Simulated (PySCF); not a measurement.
## Relaxation of quartet MnO(OH)₂

Level of theory: PySCF, UPBE, basis Mn def2-SVP, O def2-SVP, H def2-SVP (no relativity, density fitting). A (50,194) grid was used.

A hand-made trigonal planar (heavy-atom frame) start, of Cs symmetry, held to at least that symmetry:

Coordinates in bohr (charge 0 multiplicity 4):
```
Mn    0.1018   -0.0133    0.0000
O     3.1632   -0.0133    0.0000
O    -1.6178    2.9652    0.0000
O    -1.6178   -2.9919    0.0000
H    -0.9974    4.6700    0.0000
H    -3.4044   -3.3070    0.0000
```

**Question.** What forces act on the atoms at the start (eV/Å)?

**Answer.** 
```json
{"atom": "Mn1", "Fx": "0.18", "Fy": "0.42", "Fz": "0.00"}
{"atom": "O2", "Fx": "-1.89", "Fy": "-0.14", "Fz": "0.00"}
{"atom": "O3", "Fx": "0.30", "Fy": "-1.87", "Fz": "0.00"}
{"atom": "O4", "Fx": "1.71", "Fy": "0.85", "Fz": "0.00"}
{"atom": "H5", "Fx": "0.42", "Fy": "0.57", "Fz": "0.00"}
{"atom": "H6", "Fx": "-0.71", "Fy": "0.17", "Fz": "0.00"}
```

**Question.** What does it relax to?

**Answer.** It ends at Cs with Mn–O 1.573 Å, Mn–O 1.762 Å, Mn–O 1.773 Å, O–H 0.975 Å, O–H 0.978 Å; H–O–Mn 115.5°, H–O–Mn 122.0°, O–Mn–O 115.9°, O–Mn–O 119.7°, O–Mn–O 124.3° (after a last refinement on a finer grid). A frequency run shows 2 imaginary modes, down to 371i cm⁻¹, so it is a higher-order saddle point.

**Question.** How much energy is released, and in how many steps?

**Answer.** 19.6 kJ/mol in 9 steps.

Open d and f shells are described by one determinant, and the ground state may have another occupation or spin.

The relaxation took about 60 core-seconds on a shared host.
